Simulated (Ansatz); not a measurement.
`C[CH2][Mg][Cl]` + `CBO` → `CBOC` + `[CH3][Mg][Cl]` at 298.15 K and 1 bar (substitution at a C–C bond).

Program: Ansatz. Geometries: PBE0-D4/def2-TZVP. ΔE: electronic, gas phase. CCSD(T)/CBS adds triple-zeta CCSD(T) − MP2 to the extrapolated MP2 energy (def2 sets, frozen cores). For Mg outer-core shells are correlated without core-valence functions, which leaves a few kJ/mol of doubt a bond. One conformer a species, not always the lowest.

```
         species  CCSD(T)/CBS energy (Eh)  H − E (kJ/mol)  S (J/(mol·K))
`C[CH2][Mg][Cl]`               -738.85772           189.9          335.2
           `CBO`               -141.08489           182.2          272.4
          `CBOC`               -180.32625           259.7          309.5
 `[CH3][Mg][Cl]`               -699.60606           109.8          289.7
```

H − E and S are ideal-gas, rigid-rotor, harmonic terms from PBE0-D4/def2-TZVP, for one conformer and one mirror image of each species. 1 Eh = 2625.50 kJ/mol, R = 8.31446 J/(mol·K).

Task: By hand: ΔE, ΔH, ΔS and ΔG.

Result: ΔE = (-180.32625) + (-699.60606) − (-738.85772) − (-141.08489) = 0.01030 Eh = 27.0 kJ/mol. Δ(H − E) = 259.7 + 109.8 − 189.9 − 182.2 = -2.6, so ΔH = 24.4 kJ/mol. ΔS = 309.5 + 289.7 − 335.2 − 272.4 = -8.4 J/(mol·K). ΔG = 24.4 − 298.15 × (-8.4)/1000 = 26.9 kJ/mol.

Task: By hand: the equilibrium constant, and the temperature at which ΔG would vanish if ΔH and ΔS stayed fixed.

Result: log₁₀ K = −ΔG/(RT ln 10) = -4.7. ΔH and −TΔS have one sign here, so there is no such temperature.

The number of gas molecules stays the same, so ΔS is small and ΔH decides. A doubt of 5 kJ/mol in ΔE shifts log₁₀ K by 0.9 here. Other conformers and mirror images would add mixing entropy, several J/(mol·K) or more a flexible species. These are equilibria of isolated gas molecules and say nothing of rates. Largest T1 diagnostic: 0.012 (customary marks: 0.02 for closed shells, 0.045 for open ones).

ΔS is within the doubt of such terms, so its sign, and with it that verdict, could turn.
